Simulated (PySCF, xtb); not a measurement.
Mo(O)(NMe)(OH)(SH) (CH5MoNO2S), SMILES C[N]=[Mo](=[O])([OH])[SH], multiplicity 1. One conformer was computed; it need not be the lowest.

Harmonic wavenumbers (cm⁻¹) from GFN2-xTB (xtb) at its own minimum, in rising order: 22, 85, 118, 126, 155, 172, 246, 297, 310, 347, 365, 510, 567, 580, 643, 921, 1064, 1095, 1337, 1394, 1446, 1454, 2347, 2887, 2903, 2932, 3590.

Question: What does PBE-D3(BJ)/def2-SVP (PySCF) give at its own minimum? (Estimate from the structure and the level; the computed values follow.)

Answer: 86, 91, 111, 149, 181, 228, 277, 310, 340, 353, 417, 611, 621, 682, 711, 977, 1047, 1056, 1292, 1362, 1386, 1393, 2584, 2924, 3012, 3018, 3742. Paired by order, the mean absolute difference is 58 cm⁻¹ and the zero-point energies are 39.9 and 41.4 kcal/mol.
